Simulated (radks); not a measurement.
Task: The mean radii <r> (bohr) of the occupied orbitals of an atom or ion are listed with their occupations. Calculated with a radial shooting solver on a logarithmic mesh with Libxc functionals: Dirac Kohn-Sham, PBEsol, spin-unpolarised, spherical densities, finite nucleus; Fermi nuclear charge, rms radius of each element as measured or else 0.836 A^(1/3) + 0.57 fm.

| orbital | occ. | <r> |
|---|---|---|
| 1s1/2 | 2 | 0.01900 |
| 2s1/2 | 2 | 0.07980 |
| 2p1/2 | 2 | 0.06613 |
| 2p3/2 | 4 | 0.07386 |
| 3s1/2 | 2 | 0.2083 |
| 3p1/2 | 2 | 0.1981 |
| 3p3/2 | 4 | 0.2125 |
| 3d3/2 | 4 | 0.1864 |
| 3d5/2 | 6 | 0.1908 |
| 4s1/2 | 2 | 0.4683 |
| 4p1/2 | 2 | 0.4746 |
| 4p3/2 | 4 | 0.5076 |
| 4d3/2 | 4 | 0.5286 |
| 4d5/2 | 6 | 0.5402 |
| 5s1/2 | 2 | 1.136 |
| 5p1/2 | 2 | 1.266 |
| 5p3/2 | 4 | 1.377 |
| 4f5/2 | 6 | 0.6708 |
| 4f7/2 | 8 | 0.6837 |
| 6s1/2 | 2 | 3.438 |
| 5d3/2 | 0.8 | 2.429 |
| 5d5/2 | 1.2 | 2.561 |

Name the element and its charge. Open shells, if any, are shared by 2j + 1.

Result: Z = 72, hafnium, charge 0: Hf in [Xe] 4f14 5d2 6s2. The 1s radius gives Z: for a bare nucleus <r> = (2 gamma + 1)/(2Z) with gamma = sqrt(1 - (Z/c)^2), 0.01876 bohr for Z = 72, and screening makes it slightly larger (0.01900 here). The occupations add up to 72, and the charge is Z minus that.
